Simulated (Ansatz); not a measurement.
One geometry of SiHCl₃, several levels of theory.

```yaml
crystal:
  periodic: [false, false, false]
  atoms:
    - {symbol: Si, position_ang: [0.000795, -0.001355, 0.118548]}
    - {symbol: H, position_ang: [0.008140, -0.015821, 1.593191]}
    - {symbol: Cl, position_ang: [1.927012, 0.010484, -0.580868]}
    - {symbol: Cl, position_ang: [-0.971739, 1.674424, -0.548481]}
    - {symbol: Cl, position_ang: [-0.964218, -1.667732, -0.582390]}
basis:
  gaussian: {orbitals: def2-TZVP}
magnetization: {spin_polarized: true, initial_magnetization: 2}
hamiltonian: {xc: pbe0, dispersion: d4}
scf: {omitted_lower_state_checks: [starts]}
output: {orbitals: {seedname: orbitals}}
```

The file start.molden holds the orbitals of an earlier run on this structure, at another level or in another basis.

```sh
$ ansatz run in.yaml --threads 2 --pin off --events-out ev --progress --plain --max-ram 4352MiB
```

Shortened log:

```
Functional definition: PBE0
1116 factors; their error is unknown
mean field evaluation 1: about -45443.8739 eV, gradient 9.6e0 eV
mean field evaluation 2: about -45444.1418 eV, gradient 8.0e0 eV
mean field evaluation 4: about -45444.4832 eV, gradient 6.0e-1 eV
mean field evaluation 8: about -45444.6338 eV, gradient 1.2e-1 eV
mean field evaluation 16: about -45444.6339 eV, gradient 2.4e-3 eV
mean field evaluation 32: about -45444.6339 eV, gradient 1.4e-4 eV
mean field -45444.63391280 eV, -1670.0594928161 hartree, gradient 7.1e-6 eV, S^2 2.007965; 0 other end points of the search recorded, 0 dependent functions left out
reference -45444.63394220 eV, -1670.0594938966 hartree; 34, 32 occupied and 120, 122 virtual orbitals, 1116 factors
Total energy: -45444.79244378 eV, -1670.0653187224 hartree
Checks for a lower state left out: starts
```

Hardware: 2 threads of Arm Neoverse V1 on a shared host. Wall time 21 s, peak host memory 0.78 GiB.

As the first input, with `gaussian: {orbitals: def2-TZVP, initial_orbitals: start.molden}`, `hamiltonian: {xc: r2scan, dispersion: d4}` (abridged; 23 s):

```
Functional definition: r2SCAN
mean field -45457.40018269 eV, -1670.5286445813 hartree, gradient 9.5e-6 eV, S^2 2.006538
Total energy: -45457.44056593 eV, -1670.5301286379 hartree
Checks for a lower state left out: starts
```

First input, but with `gaussian: {orbitals: def2-TZVP, initial_orbitals: start.molden}`, `hamiltonian: {xc: pbe, dispersion: d4}` (abridged; 9 s):

```
Functional definition: PBE
mean field -45441.47147250 eV, -1669.9432752788 hartree, gradient 7.2e-6 eV, S^2 2.002828
Total energy: -45441.65743919 eV, -1669.9501094285 hartree
Checks for a lower state left out: starts
```

Geometry: r2SCAN-D4/def2-SVP, that of the neutral singlet.

At PBE-D4/def2-TZVP the gap within one spin of the charge 0 triplet nearly closes, so an electron or hole may be smeared out by delocalisation error. At PBE0-D4/def2-TZVP a singlet of charge 0 lies 7.30 eV below the triplet at the same geometry.
